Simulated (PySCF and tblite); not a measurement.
Results of a calculation; reference values are marked as such.
C₄H₁₀OSi₂, numbered as in [CH2:1]=[CH:2][SiH2:3]/[CH:4]=[CH:5]\[O:6][SiH3:7].

The ensemble was built from 150 distance-geometry starts (ETKDG and KDG, MMFF94s, GFN2-xTB) and rests on GFN2-xTB geometries. Energies: PBE0-D3(BJ)/def2-SVP, with GFN2-xTB thermal terms (modes under about 100 cm⁻¹ blended into free rotors). Symmetry numbers and mirror images are counted. Conformers within 2.5 kcal/mol (GFN2-xTB free energy) were kept, 5 at most. GIAO shieldings: KT3/pcSseg-1. Shifts are against TMS (¹H), TMS (¹³C), TMS (²⁹Si) at the same level. (PySCF 2.14, tblite 0.8.)

Torsions listed: C1–C2–Si3–C4, C2–Si3–C4–C5, C4–C5–O6–Si7. Of a mirror pair one member is shown.

| conformer | shape | symmetry | E(GFN2) kcal/mol | E(DFT) kcal/mol |
| --- | --- | --- | --- | --- |
| 1 | 2°, 66°, -172° | C1 (pair) | 0.00 | 0.00 |
| 2 | 127°, 66°, 179° | C1 (pair) | 0.36 | 0.55 |
| 3 | 23°, -171°, -176° | C1 (pair) | 0.33 | 1.31 |

Problem. How much do the weights at 298.15 K and the averaged shift of Si3 depend on how the conformers are weighted?

Solution. 
```csv
weighting,1 (%),2 (%),3 (%),δ (ppm),rms dipole (D)
"DFT energy with thermal terms, symmetry and mirror images (full scheme)",57,34,9,-62.1,1.87
DFT energy with symmetry and mirror images,66,26,7,-62.4,1.88
bare DFT energy,66,26,7,-62.4,1.88
GFN2-xTB energy with symmetry and mirror images,47,26,27,-63.0,1.82
GFN2-xTB free energy,39,31,30,-62.8,1.81
leading conformer alone,100,0,0,-63.6,1.92
equal weights,33,33,33,-62.8,1.80
"full scheme, search stopped after three starts",0,80,20,-60.0,1.80
```

The largest departure from the full scheme, 2.1 ppm, comes with: full scheme, search stopped after three starts.

Unscaled ²⁹Si shifts at such levels can be off by tens of ppm; differences between conformers or isomers are more reliable.


Conformer gaps in def2-SVP on xTB geometries can be 2 kcal/mol too large for S=O, P=O and other polar bonds.